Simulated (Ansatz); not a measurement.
Reaction (atomization): `CB(F)C(N)F` → B• + 2 C• + 2 F• + 6 H• + N•

Computed with Ansatz on PBE0-D4/def2-TZVP structures; ΔE is electronic, products minus reactants. CCSD(T)/CBS adds triple-zeta CCSD(T) − MP2 to the extrapolated MP2 energy (def2 sets, frozen cores). This one scheme is used for every species, atoms too. Functionals use def2-TZVPP. No spin–orbit coupling; open shells (•) take unrestricted orbitals. Spin–orbit coupling would lower the free atoms: a little for B, C, F. One conformer a species, not always the lowest.

Problem. What is ΔE at CCSD(T)/CBS? (An estimate is asked.)

Solution. Ansatz gave: +49.12 eV.

Problem. What do these levels give: ωB97X-V, PBE, r2SCAN, CCSD/def2-TZVPP, CCSD(T)/def2-TZVPP, SCS-MP2/def2-QZVPP? (Best estimate.)

Solution. Ansatz gave: ωB97X-V 49.40, PBE 50.45, r2SCAN 49.38, CCSD/def2-TZVPP 47.15, CCSD(T)/def2-TZVPP 47.87, SCS-MP2/def2-QZVPP 49.36 eV.

Largest T1 diagnostic among the species: 0.014.

From PBE to PBE0 (25 % exact exchange), in def2-TZVPP and without D4, ΔE moves by −1.09 eV: exact exchange takes away binding that semilocal exchange gives to molecules. In def2-TZVPP, CCSD(T) changes the Hartree–Fock value by +12.00 eV (the triples alone add +0.72 eV) and MP2 by +13.10 eV; breaking electron pairs costs correlation energy, which Hartree–Fock lacks.

For atomizations the MP2-based limit and the directly extrapolated one differ by several kJ/mol either way, and by 10 to 25 for some Ge, Se and Sn compounds, so smaller differences from it don't rank the levels.
